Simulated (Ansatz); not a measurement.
The lowest singlet and triplet of ClGa (SMILES [Cl][Ga]); geometries from B3LYP-D3(BJ)/def2-TZVP, each state relaxed from the structure named, with no frequency check.
Singlet (charge 0, multiplicity 1):
```tsv
atom	x (Å)	y (Å)	z (Å)
Cl	0.0000	0.0000	-1.4460
Ga	0.0000	0.0000	0.7929
```
Triplet (charge 0, multiplicity 3):
```xyz
2

Cl     0.000     0.000    -1.419
Ga     0.000     0.000     0.778
```

A positive gap puts the triplet lower; no zero-point energy. R- takes a restricted singlet. The triplet is unrestricted in single-reference levels. Active spaces average the two states.

Correlated levels freeze the cores. Filled d and f shells under p-block atoms count as core.

Run with Ansatz (an electronic-structure program). Each number belongs to the level named beside it.

R-PBE/def2-TZVPP gives -82.13 kcal/mol for the gap E(singlet) − E(triplet), adiabatic.

**Question.** How do the other levels lie against it? Give each less PBE: R-r2SCAN/def2-TZVPP, R-B3LYP/def2-TZVPP, R-wB97M-V/def2-TZVPP, R-B2PLYP/def2-TZVPP, R-MP2/def2-QZVPP, R-CCSD(T)/def2-QZVPP, SC-NEVPT2 on SA-CASSCF(2,3)/def2-QZVPP, FIC-MRCISD+Q on SA-CASSCF(2,3)/def2-QZVPP.

**Answer.** R-r2SCAN/def2-TZVPP 4.51; R-B3LYP/def2-TZVPP -2.78; R-wB97M-V/def2-TZVPP -2.46; R-B2PLYP/def2-TZVPP 0.05; R-MP2/def2-QZVPP 7.39; R-CCSD(T)/def2-QZVPP 4.83; SC-NEVPT2 on SA-CASSCF(2,3)/def2-QZVPP 3.28; FIC-MRCISD+Q on SA-CASSCF(2,3)/def2-QZVPP 4.03 kcal/mol. 6 of 8 lie above PBE; the widest gap is to R-MP2/def2-QZVPP.

Measured: 1Σ+ below A 3Π0+ by 29527.2 cm-1 = 84.4 kcal/mol (between the minima) [Huber and Herzberg (1979), NIST Chemistry WebBook].
